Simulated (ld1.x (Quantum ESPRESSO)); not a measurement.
# What one change does to a pseudopotential (Sb (Z = 51), TM semilocal)

* Element: antimony (Sb)
* Generator: ld1.x (Quantum ESPRESSO) 7.5
* Type: norm-conserving Troullier–Martins (semilocal form)
* Functional: PBE
* Relativity: scalar-relativistic
* Frozen core: [Kr] 4d10
* Valence charge: 5
* Reference configuration: 5s2 5p3
* Partial waves: 5p (bound): rc 1.75 bohr; 5d channel at 0.05 Ry: rc 1.85 bohr; 5s (bound): rc 2.05 bohr
* Local potential: the s channel
* Core correction: Bessel-smoothed model core, default radius (core density twice the valence density)

All-electron outer shells of the reference configuration (PBE, scalar-relativistic, ld1.x):

```
shell  level (eV)  outermost node (bohr)  outermost maximum (bohr)
   4p     -101.79                   0.39                      0.76
   4d      -33.51                   0.38                      0.84
   5s      -12.83                   0.95                      1.90
   5p       -4.83                   1.04                      2.35
```

Change: wave 5p (bound): rc 1.75 bohr becomes 5p (bound): rc 2.18 bohr.

Cutoffs: the cutoffs (Ry, on a coarse ladder) from which the occupation-weighted sum of valence levels, in a spherical-Bessel basis at the reference potential, stays within 10 and 1 mRy of its value at 400 Ry; they do not see the model core or the augmentation charge, which bear on the density cutoff. Errors are all-electron minus pseudo energies relative to the spin-unpolarised reference configuration.

Problem. What does the change do?

Solution. The potential gets softer (35 Ry and 60 Ry → 25 Ry and 35 Ry); of the 7 tests that both files solve, the error grows in 3 and shrinks in 0 by more than 15 % and 0.3 meV (median size 31.8 → 35.8 meV); neither file shows a bound ghost. A larger radius leaves more room for a smooth pseudo-wave, so fewer plane waves are needed. More of the atom is replaced by a form fitted at one configuration, so other configurations suffer. A semilocal file is local in each channel, so a ghost entry of none says nothing of the separable form that plane-wave codes build from it.

```csv
quantity,base,changed
"cutoff, loose",35 Ry,25 Ry
"cutoff, tight",60 Ry,35 Ry
loose cutoff by channel (10 mRy a level),"p 25 Ry, s 12 Ry","p 10 Ry, s 12 Ry"
bound ghosts,none,none
"error for 5s2 5p2, meV [ΔE 8.32 eV]",-4.2,-5.3
"error for 5s2 5p1, meV [ΔE 24.28 eV]",-33,-36
"error for 5s2 5p0, meV [ΔE 48.70 eV]",-147,-137
"error for 5s1 5p3, meV [ΔE 17.05 eV]",-18,-26
"error for 5s1 5p0, meV [ΔE 92.99 eV]",-506,-475
"error for 5s2 5p3.3, meV [ΔE -1.16 eV]",+0.2,+0.2
"error for 5s0 5p5, meV [ΔE 16.43 eV]",-32,-53
```
